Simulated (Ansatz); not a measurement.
Computed with Ansatz on PBE0-D4/def2-TZVP structures; ΔE is electronic, products minus reactants. CCSD(T)/CBS adds triple-zeta CCSD(T) − MP2 to the extrapolated MP2 energy (def2 sets, frozen cores). Each species was taken in one conformer, which may not be the lowest.

Consider the redistribution: `F[Si]1(F)[CH2][AlH]1` + `NCBCl` → `F[Si]1(Cl)[CH2][AlH]1` + `NCBF`.

```json
{"species": "`F[Si]1(F)[CH2][AlH]1`", "CCSD(T)/CBS(def2) energy (Eh)": "-770.61496"}
{"species": "`NCBCl`", "CCSD(T)/CBS(def2) energy (Eh)": "-580.36274"}
{"species": "`F[Si]1(Cl)[CH2][AlH]1`", "CCSD(T)/CBS(def2) energy (Eh)": "-1130.58733"}
{"species": "`NCBF`", "CCSD(T)/CBS(def2) energy (Eh)": "-220.39333"}
```

Q: Work out ΔE.

A: ΔE = (-1130.58733) + (-220.39333) − (-770.61496) − (-580.36274) = -0.00296 Eh = -0.08 eV.

Largest T1 diagnostic among the species: 0.013.

At CCSD(T), def2-SVP lies −0.14 eV from the extrapolated value and def2-TZVPP −0.00 eV. Leaving LDA and LC-ωPBE aside and taking each functional with its dispersion term where it has one, the values, not all of them listed here, spread over 0.04 eV, from HSE06-D4 to B97M-V.
